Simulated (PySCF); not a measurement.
Cl2GeH4OSi, SMILES Cl[SiH](Cl)[O][GeH3].

Geometry optimised at B3LYP-D3(BJ)/def2-SVP. The structure was generated by enumeration, and PubChem lists no compound with its InChIKey, so it may never have been made. One conformer was computed; it need not be the lowest.

Calculation: B3LYP-D3(BJ)/def2-SVP (PySCF 2.14.0).

Frequencies are harmonic and unscaled.

```json
[
 {"mode": "1", "ν (cm⁻¹)": "20", "IR (km/mol)": "0.6", "Raman (Å⁴/amu)": "0.4", "depolarisation": "0.74", "moving atoms (share of kinetic energy)": "Cl 45 %, H 23 %, O 15 %, Ge 14 %"},
 {"mode": "2", "ν (cm⁻¹)": "45", "IR (km/mol)": "0.2", "Raman (Å⁴/amu)": "0.1", "depolarisation": "0.65", "moving atoms (share of kinetic energy)": "H 79 %, Cl 14 %"},
 {"mode": "3", "ν (cm⁻¹)": "69", "IR (km/mol)": "2.8", "Raman (Å⁴/amu)": "0.2", "depolarisation": "0.58", "moving atoms (share of kinetic energy)": "Cl 43 %, Ge 40 %, O 11 %"},
 {"mode": "4", "ν (cm⁻¹)": "181", "IR (km/mol)": "1.5", "Raman (Å⁴/amu)": "2.6", "depolarisation": "0.71", "moving atoms (share of kinetic energy)": "Cl 75 %, Si 14 %, O 9 %"},
 {"mode": "5", "ν (cm⁻¹)": "257", "IR (km/mol)": "7.6", "Raman (Å⁴/amu)": "2.5", "depolarisation": "0.73", "moving atoms (share of kinetic energy)": "O 60 %, Cl 29 %"},
 {"mode": "6", "ν (cm⁻¹)": "328", "IR (km/mol)": "17.0", "Raman (Å⁴/amu)": "4.5", "depolarisation": "0.61", "moving atoms (share of kinetic energy)": "Si 40 %, O 31 %, Cl 21 %"},
 {"mode": "7", "ν (cm⁻¹)": "465", "IR (km/mol)": "23.4", "Raman (Å⁴/amu)": "11.0", "depolarisation": "0.03", "moving atoms (share of kinetic energy)": "Si 33 %, Cl 30 %, O 19 %, Ge 15 %"},
 {"mode": "8", "ν (cm⁻¹)": "561", "IR (km/mol)": "47.5", "Raman (Å⁴/amu)": "9.7", "depolarisation": "0.74", "moving atoms (share of kinetic energy)": "Si 35 %, Cl 20 %, O 19 %, H 16 %, Ge 10 %"},
 {"mode": "9", "ν (cm⁻¹)": "576", "IR (km/mol)": "123.6", "Raman (Å⁴/amu)": "4.4", "depolarisation": "0.75", "moving atoms (share of kinetic energy)": "Si 58 %, Cl 36 %"},
 {"mode": "10", "ν (cm⁻¹)": "647", "IR (km/mol)": "44.1", "Raman (Å⁴/amu)": "10.9", "depolarisation": "0.74", "moving atoms (share of kinetic energy)": "H 86 %, O 9 %"},
 {"mode": "11", "ν (cm⁻¹)": "651", "IR (km/mol)": "41.6", "Raman (Å⁴/amu)": "8.3", "depolarisation": "0.69", "moving atoms (share of kinetic energy)": "H 86 %, O 9 %"},
 {"mode": "12", "ν (cm⁻¹)": "816", "IR (km/mol)": "158.1", "Raman (Å⁴/amu)": "13.9", "depolarisation": "0.73", "moving atoms (share of kinetic energy)": "H 90 %, Si 9 %"},
 {"mode": "13", "ν (cm⁻¹)": "831", "IR (km/mol)": "329.0", "Raman (Å⁴/amu)": "7.4", "depolarisation": "0.28", "moving atoms (share of kinetic energy)": "H 83 %, Si 12 %"},
 {"mode": "14", "ν (cm⁻¹)": "868", "IR (km/mol)": "139.8", "Raman (Å⁴/amu)": "15.9", "depolarisation": "0.74", "moving atoms (share of kinetic energy)": "H 91 %"},
 {"mode": "15", "ν (cm⁻¹)": "871", "IR (km/mol)": "76.7", "Raman (Å⁴/amu)": "17.2", "depolarisation": "0.75", "moving atoms (share of kinetic energy)": "H 97 %"},
 {"mode": "16", "ν (cm⁻¹)": "875", "IR (km/mol)": "68.4", "Raman (Å⁴/amu)": "23.9", "depolarisation": "0.73", "moving atoms (share of kinetic energy)": "H 98 %"},
 {"mode": "17", "ν (cm⁻¹)": "1045", "IR (km/mol)": "295.5", "Raman (Å⁴/amu)": "3.0", "depolarisation": "0.35", "moving atoms (share of kinetic energy)": "O 68 %, Si 21 %, H 11 %"},
 {"mode": "18", "ν (cm⁻¹)": "2153", "IR (km/mol)": "46.3", "Raman (Å⁴/amu)": "189.0", "depolarisation": "0.05", "moving atoms (share of kinetic energy)": "H 99 %"},
 {"mode": "19", "ν (cm⁻¹)": "2164", "IR (km/mol)": "104.7", "Raman (Å⁴/amu)": "110.6", "depolarisation": "0.39", "moving atoms (share of kinetic energy)": "H 98 %"},
 {"mode": "20", "ν (cm⁻¹)": "2171", "IR (km/mol)": "106.1", "Raman (Å⁴/amu)": "128.5", "depolarisation": "0.44", "moving atoms (share of kinetic energy)": "H 98 %"},
 {"mode": "21", "ν (cm⁻¹)": "2319", "IR (km/mol)": "93.2", "Raman (Å⁴/amu)": "167.6", "depolarisation": "0.20", "moving atoms (share of kinetic energy)": "H 97 %"}
]
```
